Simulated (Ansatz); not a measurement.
```yaml
crystal:
  periodic: [false, false, false]
  atoms:
    - {symbol: C, position_ang: [1.610960, -1.296357, 0.550267]}
    - {symbol: C, position_ang: [0.696421, -0.561821, 0.232914]}
    - {symbol: Ti, position_ang: [-0.801239, 0.640740, -0.287874]}
    - {symbol: Cl, position_ang: [-2.419938, -0.612500, -0.989690]}
    - {symbol: Cl, position_ang: [-0.068237, 1.942015, -1.854002]}
    - {symbol: Cl, position_ang: [-1.371065, 1.761352, 1.473634]}
    - {symbol: H, position_ang: [2.414397, -1.941528, 0.829052]}
basis:
  gaussian: {orbitals: ANO-RCC-VTZP, final_grid: {core_spheres: 20, valence_spheres: 16, degree: 47}}
magnetization: {spin_polarized: true, initial_magnetization: 2}
hamiltonian: {xc: {name: RPBE}, pseudopotentials: {relativity: scalar}}
output: {forces: true}
```

```sh
$ ansatz run in.yaml --threads 4 --pin off --events-out ev --progress --plain --max-ram 10444MiB
```

Shortened log:

```
Functional definition: RPBE
1959 factors; their error is unknown
mean field evaluation 1: about -62990.6870 eV, gradient 5.9e1 eV
mean field evaluation 2: about -62720.3972 eV, gradient 1.5e2 eV
mean field evaluation 4: about -62994.3224 eV, gradient 5.7e1 eV
mean field evaluation 8: about -63006.7862 eV, gradient 1.4e1 eV
mean field evaluation 16: about -63008.6260 eV, gradient 1.5e-1 eV
mean field evaluation 32: about -63008.6274 eV, gradient 3.7e-5 eV
mean field -63008.62752774 eV, -2315.5243528627 hartree, gradient 1.7e-8 eV, S^2 2.004751; 16 other end points of the search recorded, 0 dependent functions left out
reference -63008.62759909 eV, -2315.5243554847 hartree; 44, 42 occupied and 191, 193 virtual orbitals, 1959 factors
Total energy: -63008.62759909 eV, -2315.5243554847 hartree
Relativity: scalar
Atom 0 at     1.610960    -1.296357     0.550267 Å, force     3.910329    -3.149018     1.332168 eV/Å
Atom 1 at     0.696421    -0.561821     0.232914 Å, force    -3.253642     2.581585    -1.222594 eV/Å
Atom 2 at    -0.801239     0.640740    -0.287874 Å, force    -0.071177     0.342110     0.818102 eV/Å
Atom 3 at    -2.419938    -0.612500    -0.989690 Å, force    -1.231588    -1.179573    -0.654593 eV/Å
Atom 4 at    -0.068237     1.942015    -1.854002 Å, force     0.731574     0.952912    -1.376100 eV/Å
Atom 5 at    -1.371065     1.761352     1.473634 Å, force    -0.267460     0.599050     1.042559 eV/Å
Atom 6 at     2.414397    -1.941528     0.829052 Å, force     0.181963    -0.147066     0.060458 eV/Å
Dipole moment:     0.564971    -0.463010     0.168677 e Å
```

Run time 5.2 min (4 threads of an Arm Neoverse V1 on a shared host); peak host memory 1.6 GiB.
